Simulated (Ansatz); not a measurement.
`[SiH3]CN1[SiH2]P1` + `CCl` → `[SiH3]CCCl` + `N1[SiH2]P1`  (formal exchange of groups at a C–N bond)

Isolated molecules relaxed with PBE0-D4/def2-TZVP in Ansatz; ΔE leaves out vibrations. CBS: MP2 limit from def2 TZ/QZ plus the TZ coupled-cluster correction, frozen cores. This one scheme is used for every species. Functionals use def2-TZVPP. B3LYP here is the variant with VWN-RPA as its local correlation; programs differ in this. HSE06 is defined as in plane-wave codes. Each species was taken in one conformer, which may not be the lowest.

```json
{"level": "LDA (SPW92)", "ΔE (kJ/mol)": "-35.0", "difference from CCSD(T)/CBS": "1.7"}
{"level": "PBE-D4", "ΔE (kJ/mol)": "-30.8", "difference from CCSD(T)/CBS": "5.9"}
{"level": "BLYP-D4", "ΔE (kJ/mol)": "-24.7", "difference from CCSD(T)/CBS": "12.0"}
{"level": "r2SCAN-D4", "ΔE (kJ/mol)": "-36.2", "difference from CCSD(T)/CBS": "0.5"}
{"level": "B97M-V", "ΔE (kJ/mol)": "-37.0", "difference from CCSD(T)/CBS": "-0.3"}
{"level": "PBE0-D4", "ΔE (kJ/mol)": "-32.9", "difference from CCSD(T)/CBS": "3.8"}
{"level": "B3LYP-D4", "ΔE (kJ/mol)": "-27.5", "difference from CCSD(T)/CBS": "9.2"}
{"level": "r2SCANh-D4", "ΔE (kJ/mol)": "-36.4", "difference from CCSD(T)/CBS": "0.3"}
{"level": "r2SCAN0-D4", "ΔE (kJ/mol)": "-36.8", "difference from CCSD(T)/CBS": "-0.1"}
{"level": "HSE06-D4", "ΔE (kJ/mol)": "-32.9", "difference from CCSD(T)/CBS": "3.8"}
{"level": "BHLYP-D4", "ΔE (kJ/mol)": "-29.4", "difference from CCSD(T)/CBS": "7.3"}
{"level": "CAM-B3LYP-D4", "ΔE (kJ/mol)": "-30.9", "difference from CCSD(T)/CBS": "5.8"}
{"level": "ωB97X-V", "ΔE (kJ/mol)": "-34.4", "difference from CCSD(T)/CBS": "2.3"}
{"level": "ωB97M-V", "ΔE (kJ/mol)": "-36.3", "difference from CCSD(T)/CBS": "0.4"}
{"level": "PBE-QIDH", "ΔE (kJ/mol)": "-36.8", "difference from CCSD(T)/CBS": "-0.1"}
{"level": "PBE", "ΔE (kJ/mol)": "-35.6", "difference from CCSD(T)/CBS": "1.1"}
{"level": "revPBE", "ΔE (kJ/mol)": "-35.7", "difference from CCSD(T)/CBS": "1.0"}
{"level": "BLYP", "ΔE (kJ/mol)": "-33.6", "difference from CCSD(T)/CBS": "3.1"}
{"level": "r2SCAN", "ΔE (kJ/mol)": "-37.7", "difference from CCSD(T)/CBS": "-1.0"}
{"level": "PBE0", "ΔE (kJ/mol)": "-37.4", "difference from CCSD(T)/CBS": "-0.7"}
{"level": "B3LYP", "ΔE (kJ/mol)": "-35.0", "difference from CCSD(T)/CBS": "1.7"}
{"level": "r2SCANh", "ΔE (kJ/mol)": "-38.1", "difference from CCSD(T)/CBS": "-1.4"}
{"level": "HSE06", "ΔE (kJ/mol)": "-37.3", "difference from CCSD(T)/CBS": "-0.6"}
{"level": "BHLYP", "ΔE (kJ/mol)": "-36.6", "difference from CCSD(T)/CBS": "0.1"}
{"level": "CAM-B3LYP", "ΔE (kJ/mol)": "-35.8", "difference from CCSD(T)/CBS": "0.9"}
{"level": "LC-ωPBE", "ΔE (kJ/mol)": "-38.1", "difference from CCSD(T)/CBS": "-1.4"}
{"level": "RPA@PBE/def2-TZVPP", "ΔE (kJ/mol)": "-32.7", "difference from CCSD(T)/CBS": "4.0"}
{"level": "HF/def2-SVP", "ΔE (kJ/mol)": "-27.0", "difference from CCSD(T)/CBS": "9.7"}
{"level": "MP2/def2-SVP", "ΔE (kJ/mol)": "-27.1", "difference from CCSD(T)/CBS": "9.6"}
{"level": "CCSD/def2-SVP", "ΔE (kJ/mol)": "-27.4", "difference from CCSD(T)/CBS": "9.3"}
{"level": "CCSD(T)/def2-SVP", "ΔE (kJ/mol)": "-26.3", "difference from CCSD(T)/CBS": "10.4"}
{"level": "HF/def2-TZVPP", "ΔE (kJ/mol)": "-36.9", "difference from CCSD(T)/CBS": "-0.2"}
{"level": "MP2/def2-TZVPP", "ΔE (kJ/mol)": "-34.5", "difference from CCSD(T)/CBS": "2.2"}
{"level": "CCSD(T)/def2-TZVPP", "ΔE (kJ/mol)": "-35.1", "difference from CCSD(T)/CBS": "1.6"}
{"level": "HF/def2-QZVPP", "ΔE (kJ/mol)": "-36.6", "difference from CCSD(T)/CBS": "0.1"}
{"level": "MP2/def2-QZVPP", "ΔE (kJ/mol)": "-35.3", "difference from CCSD(T)/CBS": "1.4"}
{"level": "SCS-MP2/def2-QZVPP", "ΔE (kJ/mol)": "-34.5", "difference from CCSD(T)/CBS": "2.2"}
{"level": "HF/CBS(def2)", "ΔE (kJ/mol)": "-36.6", "difference from CCSD(T)/CBS": "0.1"}
{"level": "MP2/CBS(def2)", "ΔE (kJ/mol)": "-36.1", "difference from CCSD(T)/CBS": "0.6"}
{"level": "CCSD/CBS(def2)", "ΔE (kJ/mol)": "-37.7", "difference from CCSD(T)/CBS": "-1.0"}
{"level": "CCSD(T)/CBS", "ΔE (kJ/mol)": "-36.7", "difference from CCSD(T)/CBS": "0"}
```

Largest T1 diagnostic among the species: 0.015.

Leaving LDA and LC-ωPBE aside and taking each functional with its dispersion term where it has one, the values spread over 12.3 kJ/mol, from B97M-V to BLYP-D4. At CCSD(T), def2-SVP lies +10.4 kJ/mol from the extrapolated value and def2-TZVPP +1.6 kJ/mol. The D4 term adds +7.5 kJ/mol with B3LYP and +4.5 kJ/mol with PBE0; it sums over pairs of atoms, weighted by their polarisabilities, and B3LYP, whose exchange is more repulsive, gets the larger term.

CCSD(T)/CBS has its own doubt, a few kJ/mol and more with outer-core shells, so smaller differences from it don't rank the levels.
